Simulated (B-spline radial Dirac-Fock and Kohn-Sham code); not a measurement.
## What relativity does to the binding energies of Tc

System: neutral technetium, configuration 1s2 2s2 2p6 3s2 3p6 3d10 4s2 4p6 4d5 5s2.

Both columns are ΔSCF binding energies of the configuration average from a radial atomic solver: non-relativistic Hartree-Fock with a point nucleus, and Dirac-Fock with a finite nucleus and the Coulomb interaction alone, averaged over the two j levels with weights 2j+1.

```csv
shell,Hartree-Fock (eV),Dirac-Fock (eV),shift (eV),shift (%)
1s,20569.9,21114.8,+544.86,+2.65
2s,2937.8,3066.8,+129.01,+4.39
2p,2699.3,2733.8,+34.56,+1.28
3s,536.1,560.9,+24.81,+4.63
3p,442.4,449.0,+6.62,+1.50
3d,271.2,266.7,-4.41,-1.63
4s,82.43,86.32,+3.89,+4.73
4p,52.50,53.11,+0.61,+1.15
4d,10.88,10.19,-0.68,-6.30
5s,6.14,6.40,+0.26,+4.31
```

Relativity binds 1s, 2s, 2p, 3s, 3p, 4s, 4p, 5s more strongly, among those listed most of all 4s in relative terms, and 3d, 4d more weakly, because the contracted s and p shells screen the nucleus better.

Values without a named source are computed, but for edge energies of neutral atoms, which are taken from tables.
